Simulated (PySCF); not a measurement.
Structure problem from calculated spectra and properties.

Formula: C3H5NS2Si.

| Property | Result |
| --- | --- |
| UV, first state | lowest singlet excitation: 4.91 eV (253 nm, f = 0.003) [TDDFT CAM-B3LYP/def2-SVPD] |
| 13C NMR | chemical shifts (computed TMS as zero) by class: 132.4 (1 C), 125.8 (1 C), 123.9 (1 C) ppm [GIAO PBE0/pcSseg-1] |
| Triplet | lowest triplet excitation (Tamm–Dancoff): 3.98 eV [TDA CAM-B3LYP/def2-SVPD] |
| UV, strongest line | among the 8 lowest singlet transitions: S4 at 6.08 eV (204 nm, f = 0.178) [TDDFT CAM-B3LYP/def2-SVPD] |
| Rotational structure | rotational constants A, B, C: 2.088, 0.955, 0.692 GHz [GFN2-xTB] |
| NMR, other nuclei | isotropic shieldings of nuclei other than C and H, by class: -95 (1 N), 375 (1 Si), 565 (1 S), 746 (1 S) ppm [GIAO PBE0/pcSseg-1] |
| 1H NMR | chemical shifts (computed TMS as zero) by class: 6.15 (1 H), 5.95 (1 H), 5.83 (1 H), 5.54 (1 H), 0.81 (1 H) ppm [GIAO PBE0/pcSseg-1] |
| Dipole | 3.14 D [CAM-B3LYP/def2-SVPD] |
| Polarisability | 107.3 au [CAM-B3LYP/def2-SVPD] |

Electronic properties: PySCF, gas phase, density fitting. Levels stand in brackets. One conformer (not necessarily the lowest) at the GFN2-xTB geometry, without solvent, vibrations or thermal averaging. NMR classes are plain means over equivalent atoms (diastereotopic ones count apart unless rotation or inversion swaps them), as if these changed places fast.

Question: Propose a structure and show how it fits.

Answer: Numbering: `[CH2:1]=[CH:2][S:3][Si@@H:4]([SH:5])[C:6]#[N:7]`. Its formula, C3H5NS2Si, gives 3 degrees of unsaturation: 0 rings and 3 π bonds in the structure found. 3 carbons fall into 3 classes; from least to most shielded: alkene CH carbon [C2] (132.4 ppm), terminal =CH2 carbon [C1] (125.8 ppm), cyano carbon [C6] (123.9 ppm). Hydrogen classes from least to most shielded: 1 H on an alkene CH carbon, C2 (6.15 ppm), 1 H on a terminal =CH2 carbon, C1 (5.95 ppm), 1 H on a terminal =CH2 carbon, C1 (5.83 ppm), 1 H on an SiH silicon, Si4 (5.54 ppm), 1 H on a sulfur bonded to Si and H, S5 (0.81 ppm). The other shieldings belong to: -95 ppm, cyano nitrogen [N7]; 375 ppm, SiH silicon [Si4]; 565 ppm, sulfur bonded to C and Si [S3]; 746 ppm, sulfur bonded to Si and H [S5]. S1 is mainly HOMO→LUMO (weight 0.88); the largest Löwdin shares of the orbital it empties are 0.46 on the sulfur bonded to C and Si, 0.22 on the terminal =CH2 carbon, 0.19 on the alkene CH carbon and 0.05 on the SiH silicon, of the orbital it fills 0.23 on the SiH silicon, 0.17 on the sulfur bonded to C and Si, 0.17 on the cyano carbon and 0.14 on the cyano nitrogen. The optimised geometry has point group C1 and is an asymmetric top. Structure: `C=CS[Si@@H](S)C#N`. Computed isomers that give other values at the same levels: `N#C[SiH]1SCCS1` (13C chemical shifts (computed TMS as zero) by class: 123.1 (1 C), 42.4 (2 C) ppm). The assignments are read from this structure; whether some other isomer fits the data as well wasn't checked. The mirror image fits equally.

Conformer computed: `[CH2:1]=[CH:2][S:3][Si@@H:4]([SH:5])[C:6]#[N:7]`: C1–C2–S3–Si4 -164°, C2–S3–Si4–S5 -172°, H–S5–Si4–S3 0°.
